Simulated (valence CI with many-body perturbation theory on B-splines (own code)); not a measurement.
Energy levels of Cd15+

Calculated by configuration interaction combined with many-body perturbation theory (CI+MBPT): five valence electrons over a frozen Dirac-Fock core [Ar] 3d10, a basis of 11 s, 11 p, 10 d, 8 f, 5 g, 2 h functions for each j, with the one-electron correlation potential Σ1 (screened to all orders), the two-electron term Σ2, the three-electron term Σ3, Breit, model QED; selected single and double excitations, second order for the rest, scaled by the run's own slope (own B-spline code, finite nucleus).

No measured spectrum was set against this ion. As an estimate, levels hold to about 250 cm⁻¹ or 0.2 % of their energy and the worst to 1 %, as in measured heavy ions of charge 2 to 7; those with d or f electrons hold less well. Among the levels kept, up to 2200 cm⁻¹ of a level comes from second order outside the variational space, and about a tenth of that is noise between levels of different J, which matters for small intervals.

Levels 136 to 169 of 169, with energies above the lowest level, 4s2 4p3 4S°_3/2. "Leading %" is the weight of the configuration and term that name the level; weights of strongly mixed levels are sums over their largest components and can fall short. In the jj column 3d3/2^4 stands for four electrons in 3d with j = 3/2. Lifetimes count E1, E2, E3, M1 and M2 decay at the calculated energies, and are blank where another channel may lead or the interval is too uncertain; long ones can be off by a factor of two.

| No. | Configuration | Term | J | E (eV) | Leading % | Leading jj | Lifetime | Second component |
| --- | --- | --- | --- | --- | --- | --- | --- | --- |
| 136 | 4s2 4p 4d2 | 4P° | 3/2 | 147.67 | 60 | 4s^2 4p1/2 4d3/2 4d5/2 (35 %) | 5.77 ps | 9 % 4s2 4p 4d2 4F° |
| 137 | 4s2 4p2 4f | 2G° | 9/2 | 147.99 | 41 | 4s^2 4p1/2 4p3/2 4f7/2 (68 %) | 8.56 ps | 35 % 4s2 4p2 4f 4F° |
| 138 | 4s2 4p2 4f | 2G° | 7/2 | 148.06 | 39 | 4s^2 4p1/2 4p3/2 4f5/2 (70 %) | 4.84 ps | 15 % 4s2 4p2 4f 4G° |
| 139 | 4s2 4p2 4f | 2F° | 5/2 | 148.20 | 36 | 4s^2 4p1/2 4p3/2 4f5/2 (61 %) | 6.14 ps | 26 % 4s2 4p2 4f 4F° |
| 140 | 4s2 4p2 4f | 4D° | 1/2 | 148.43 | 47 | 4s^2 4p1/2 4p3/2 4f5/2 (36 %) | 6.22 ps | 33 % 4s2 4p 4d2 4D° |
| 141 | 4s2 4p2 4f | 4D° | 3/2 | 148.84 | 33 | 4s^2 4p3/2 4d3/2^2 (24 %) | 4.89 ps | 22 % 4s2 4p 4d2 4F° |
| 142 | 4s2 4p 4d2 | 4F° | 5/2 | 148.93 | 59 | 4s^2 4p1/2 4d3/2 4d5/2 (22 %) | 4.07 ps | 19 % 4s2 4p2 4f 4D° |
| 143 | 4s2 4p 4d2 | 4F° | 7/2 | 149.23 | 40 | 4s^2 4p3/2 4d3/2^2 (26 %) | 4.34 ps | 11 % 4s2 4p2 4f 2F° |
| 144 | 4s2 4p 4d2 | 4D° | 5/2 | 149.32 | 25 | 4s^2 4p3/2 4d5/2^2 (38 %) | 8.91 ps | 24 % 4s2 4p 4d2 2D° |
| 145 | 4s2 4p2 4f | 4F° | 3/2 | 149.52 | 60 | 4s^2 4p1/2 4p3/2 4f5/2 (55 %) | 4.27 ps | 12 % 4s 4p3 4d 2D° |
| 146 | 4s2 4p2 4f | 2G° | 9/2 | 150.30 | 30 | 4s^2 4p3/2^2 4f5/2 (29 %) | 6.45 ps | 24 % 4s2 4p2 4f 4G° |
| 147 | 4s2 4p2 4f | 4F° | 5/2 | 150.39 | 13 | 4s^2 4p1/2 4p3/2 4f7/2 (34 %) | 4.70 ps | 13 % 4s2 4p2 4f 2D° |
| 148 | 4s2 4p 4d2 | 2F° | 7/2 | 150.95 | 34 | 4s^2 4p3/2 4d3/2 4d5/2 (29 %) | 5.48 ps | 12 % 4s2 4p 4d2 4F° |
| 149 | 4s2 4p 4d2 | 4D° | 7/2 | 151.42 | 58 | 4s^2 4p3/2 4d3/2 4d5/2 (43 %) | 6.38 ps | 14 % 4s2 4p 4d2 4F° |
| 150 | 4s2 4p 4d2 | 4F° | 9/2 | 151.46 | 50 | 4s^2 4p3/2 4d3/2 4d5/2 (53 %) | 3.92 ps | 16 % 4s2 4p 4d2 4G° |
| 151 | 4s2 4p 4d2 | 4P° | 5/2 | 151.72 | 29 | 4s^2 4p3/2 4d3/2 4d5/2 (42 %) | 6.48 ps | 18 % 4s2 4p2 4f 2F° |
| 152 | 4s2 4p 4d2 | 4P° | 5/2 | 152.48 | 34 | 4s^2 4p3/2 4d3/2 4d5/2 (32 %) | 9.65 ps | 25 % 4s2 4p2 4f 2F° |
| 153 | 4s2 4p2 4f | 4G° | 11/2 | 152.72 | 57 | 4s^2 4p3/2^2 4f7/2 (38 %) | 4.68 ps | 20 % 4s2 4p 4d2 2H° |
| 154 | 4s2 4p 4d2 | 2G° | 7/2 | 153.20 | 31 | 4s^2 4p3/2 4d3/2 4d5/2 (22 %) | 6.95 ps | 17 % 4s2 4p2 4f 2F° |
| 155 | 4s2 4p 4d2 | 2P° | 3/2 | 153.45 | 40 | 4s^2 4p3/2 4d3/2 4d5/2 (29 %) | 3.48 ps | 10 % 4s2 4p2 4f 2P° |
| 156 | 4s2 4p 4d2 | 2P° | 1/2 | 153.52 | 41 | 4s^2 4p3/2 4d3/2 4d5/2 (36 %) | 4.80 ps | 18 % 4s2 4p 4d2 2S° |
| 157 | 4s2 4p 4d2 | 2S° | 1/2 | 153.84 | 37 | 4s^2 4p3/2 4d3/2 4d5/2 (36 %) | 4.50 ps | 34 % 4s2 4p 4d2 2P° |
| 158 | 4s2 4p2 4f | 4F° | 5/2 | 154.32 | 21 | 4s^2 4p3/2^2 4f5/2 (37 %) | 4.92 ps | 19 % 4s2 4p2 4f 2D° |
| 159 | 4s2 4p2 4f | 4F° | 7/2 | 154.64 | 24 | 4s^2 4p3/2^2 4f5/2 (43 %) | 6.29 ps | 21 % 4s2 4p 4d2 2F° |
| 160 | 4s2 4p 4d2 | 2G° | 9/2 | 154.83 | 25 | 4s^2 4p3/2 4d5/2^2 (34 %) | 4.54 ps | 23 % 4s2 4p2 4f 2H° |
| 161 | 4s2 4p2 5s | 4P | 1/2 | 155.07 | 62 | 4s^2 4p1/2^2 5s (92 %) | 4.50 ps | 19 % 4s2 4p2 5s 2P |
| 162 | 4s2 4p 4d2 | 2G° | 7/2 | 155.40 | 23 | 4s^2 4p3/2 4d5/2^2 (26 %) | 4.07 ps | 16 % 4s2 4p 4d2 4D° |
| 163 | 4s2 4p2 4f | 4F° | 9/2 | 155.66 | 37 | 4s^2 4p3/2^2 4f7/2 (72 %) | 5.32 ps | 30 % 4s2 4p2 4f 2G° |
| 164 | 4s2 4p2 4f | 2D° | 3/2 | 155.87 | 25 | 4s^2 4p1/2 4p3/2 4f7/2 (36 %) | 3.77 ps | 19 % 4s2 4p2 4f 2P° |
| 165 | 4s2 4p2 4f | 2P° | 1/2 | 156.22 | 40 | 4s^2 4p1/2 4p3/2 4f5/2 (29 %) | 3.66 ps | 22 % 4s2 4p 4d2 4D° |
| 166 | 4s2 4p 4d2 | 4D° | 7/2 | 156.75 | 20 | 4s^2 4p3/2 4d3/2 4d5/2 (37 %) | 2.98 ps | 18 % 4s2 4p2 4f 4D° |
| 167 | 4s2 4p 4d2 | 4D° | 5/2 | 156.78 | 31 | 4s^2 4p3/2 4d3/2 4d5/2 (26 %) | 2.58 ps | 13 % 4s2 4p2 4f 4D° |
| 168 | 4s2 4p 4d2 | 4S° | 3/2 | 157.34 | 48 | 4s^2 4p3/2 4d3/2 4d5/2 (29 %) | 2.78 ps | 10 % 4s2 4p 4d2 2P° |
| 169 | 4s2 4p 4d2 | 4D° | 3/2 | 157.71 | 23 | 4s^2 4p3/2 4d3/2^2 (33 %) | 2.56 ps | 16 % 4s2 4p2 4f 2D° |

Names give the largest LS component (configuration and term), which can be under half, so a name can repeat, a term be missing and a line seem to break the LS rules; names also repeat where a configuration has a term twice.

Where two levels of one J and parity lie close, their mixing, g and order are uncertain.
